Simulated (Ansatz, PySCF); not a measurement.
Dimer: SO2 (SMILES O=S=O) (first 3 atoms) with H2 (SMILES [H][H]); geometry from B3LYP-D3(BJ)/def2-TZVP.
(charge 0, multiplicity 1):
```xyz
5

O      1.09762     0.96675     0.72808
S      0.47024     0.35731    -0.41449
O     -0.91788    -0.00946    -0.32985
H     -0.47155    -0.71689     3.41588
H     -0.27556    -0.25743     2.86426
```

Basis-set superposition error: the interaction energy with monomers in their own basis, and in the dimer's basis (counterpoise).

Run with Ansatz (Gaussian basis) for Hartree–Fock, density functionals and correlated methods; PySCF for 6-31G* rows, M06-2X. Values without a source in brackets are computed.

```tsv
level	uncorrected (kcal/mol)	counterpoise (kcal/mol)	difference
HF/6-31G*	-0.04	0.29	0.33
BLYP/def2-TZVPPD	0.42	0.44	0.02
BHLYP/def2-TZVPPD	-0.01	0.01	0.02
M06-2X/def2-TZVPPD	-0.29	-0.27	0.02
wB97X-V/def2-TZVPPD	-0.36	-0.34	0.02
MP2/6-31G*	-0.46	0.15	0.61
SCS-MP2/aug-cc-pV(D+d)Z	-0.40	-0.08	0.33
SCS-MP2/aug-cc-pV(T+d)Z	-0.35	-0.15	0.20
CCSD/aug-cc-pV(D+d)Z	-0.46	-0.15	0.31
CCSD(T)/aug-cc-pV(D+d)Z	-0.55	-0.22	0.34
```

The error is largest for MP2/6-31G* (0.61 kcal/mol) and smallest for wB97X-V/def2-TZVPPD (0.02 kcal/mol).

Ansatz is an electronic-structure program.
